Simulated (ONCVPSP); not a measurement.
**Before and after: ONCV potential for terbium**

ONCVPSP 4.0.1 input, shortened (lines: element, Z, core and valence counts, functional; n l f; lmax; l rc ep ncon nbas qcut; lloc lpopt rc5 dvloc0; l nproj debl; icmod fcfact rcfact), revPBE, fully relativistic:

```
  Tb 65.00   10    4  -102130      upf
    1    0    2.00
    2    0    2.00
    2    1    6.00
    3    0    2.00
    3    1    6.00
    3    2   10.00
    4    0    2.00
    4    1    6.00
    4    2   10.00
    4    3    8.00
    5    0    2.00
    5    1    6.00
    5    2    1.50
    6    0    1.50
    2
    0    2.00    0.00    5   10    4.90
    1    1.90    0.00    3    6    7.20
    2    2.40    0.00    4    9    4.10
    4    5    1.55    4.00
    0    2    3.80
    1    2    3.70
    2    2    2.10
    0    0.00    0.00
```

Open shells are filled in proportion to 2j + 1.

Change: s: qcut 3.7; p: qcut 5.4; d: qcut 3.1.

Cutoffs: the cutoffs (Ha) at which the residual kinetic energy of the hardest occupied pseudo-wave falls to 1 and 0.1 mHa per electron; they do not see the model core or the augmentation charge, which bear on the density cutoff. Errors are all-electron minus pseudo energies relative to the spin-unpolarised reference configuration.

Problem. What does the change do?

Solution. The potential gets harder (16 Ha and 59 Ha → 49 Ha and 73 Ha); the errors of the 3 common tests hardly move; the range in which the s phases agree widens (upper end 1.1 → at the end of the scan); neither file shows a bound ghost.

| quantity | base | changed |
| --- | --- | --- |
| cutoff, loose | 16 Ha | 49 Ha |
| cutoff, tight | 59 Ha | 73 Ha |
| loose cutoff by channel | s 11 Ha, p 16 Ha, d 7.7 Ha | s 49 Ha, p 9.8 Ha, d 33 Ha |
| bound ghosts | none | none |
| GHOST(+) flags under 300 eV | none | s at 170.8 eV |
| tests counted as reliable (solved cleanly; for ONCVPSP, near-neutral configurations with less than one 5d electron left out) | 3 of 4 | 3 of 4 |
| error for 5s2 5p6 5d1 6s2, meV [ΔE -0.93 eV] | -0.4 | +0.2 |
| error for 5s2 5p6 5d1 6s1, meV [ΔE 5.74 eV] | -1.8 | -1.6 |
| error for 5s2 5p6 5d1 6s0, meV [ΔE 17.86 eV] | +14 | +12 |
| s: phases at 2.03 bohr within 0.05 rad from the reference energy up to (Ha; the scan ends near 5) | 1.1 | to the end of the scan |
| p3/2: phases at 1.93 bohr within 0.05 rad from the reference energy up to (Ha; the scan ends near 5) | to the end of the scan | to the end of the scan |
| p1/2: phases at 1.93 bohr within 0.05 rad from the reference energy up to (Ha; the scan ends near 5) | to the end of the scan | to the end of the scan |
| d5/2: phases at 2.43 bohr within 0.05 rad from the reference energy up to (Ha; the scan ends near 5) | to the end of the scan | to the end of the scan |
| d3/2: phases at 2.43 bohr within 0.05 rad from the reference energy up to (Ha; the scan ends near 5) | to the end of the scan | to the end of the scan |
